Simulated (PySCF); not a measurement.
Gas-phase equilibrium of 1 mol AsH3, 11 mol H2 at 1600 K and 0.133 bar, among 7 species (As, AsH3, As2, H, H2, As4, AsH2). Only gases are allowed; each row takes one source of thermochemistry for all species, and Cantera finds the minimum.

Method: PySCF energies plus ideal-gas RRHO corrections (1 bar). † marks an energy on the PBE0/def2-TZVP geometry and frequencies; other levels use their own. MP2 and CCSD(T) freeze the core. 6-31G* has spherical d functions here. Open shells (unrestricted) among the columns below: As (multiplicity 4), H (multiplicity 2); the rest are closed-shell singlets. As: all electrons, no relativistic terms. MP2 isn't extrapolated to the basis-set limit. CCSD(T) isn't extrapolated to the basis-set limit. The harmonic model lacks anharmonicity and excited electronic states, which grow with temperature; levels with a mode under 35 cm⁻¹ are left out.

Molecules larger than those listed are left out.

With CCSD(T)/def2-SVP† thermochemistry: H2 0.96, As 0.0057, As2 0.035, H 0.00039, As4 3.7e-7.

Q: How far does the composition move with the other sources (HF/6-31G*, HF/def2-TZVP†, M06-2X/def2-TZVP†, MP2/def2-SVP†, ωB97X-V/def2-TZVP†)?

A: 
```
thermochemistry     x H2     x As   x As2      x H   x As4
------------------  ----  -------  ------  -------  ------
CCSD(T)/def2-SVP†   0.96   0.0057   0.035  0.00039  3.7e-7
HF/6-31G*           0.91    0.074  9.5e-9    0.013  <1e-12
HF/def2-TZVP†       0.92    0.074  4.3e-8   0.0091  <1e-12
M06-2X/def2-TZVP†   0.97   0.0015   0.022  0.00019  0.0079
MP2/def2-SVP†       0.96   0.0033   0.037  0.00089  4.4e-6
ωB97X-V/def2-TZVP†  0.96  0.00021   0.033  0.00021  0.0028
```
The most sensitive of these is As4: it spans a factor of 10^9.9 over these rows; at this temperature one factor of ten is RT ln 10 = 31 kJ/mol.
